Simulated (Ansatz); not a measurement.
SnCl2, SMILES [Cl][Sn][Cl] (connectivity only; charge and spin as stated), neutral, multiplicity 1.

Geometry optimised at PBE0-D3(BJ)/def2-TZVP. The isomer is the one that the SMILES or the coordinates give; other isomers of the formula were not compared. The def2 effective core potentials stand for the cores of Sn; spin–orbit coupling is left out.

Two levels are set side by side: PBE/def2-TZVPD (Ansatz, a program for electronic structure) and CAM-B3LYP/def2-TZVPD (Ansatz). Energy differences of separate SCF runs at the same geometry; the states with an electron removed or added have multiplicity 2 and 2. Differences are taken from unrounded values.

```tsv
quantity	PBE
vertical ionisation energy (eV)	9.92
vertical electron affinity (eV)	1.27
vertical singlet–triplet gap (eV)	2.91
```

### Question
These are the PBE values. What does CAM-B3LYP give? (The exact figures need the calculation; the answer reports its results.)

### Answer

```json
[
 {"quantity": "vertical ionisation energy (eV)", "CAM-B3LYP": "10.29", "PBE minus CAM-B3LYP": "-0.37"},
 {"quantity": "vertical electron affinity (eV)", "CAM-B3LYP": "1.46", "PBE minus CAM-B3LYP": "-0.19"},
 {"quantity": "vertical singlet–triplet gap (eV)", "CAM-B3LYP": "2.99", "PBE minus CAM-B3LYP": "-0.08"}
]
```
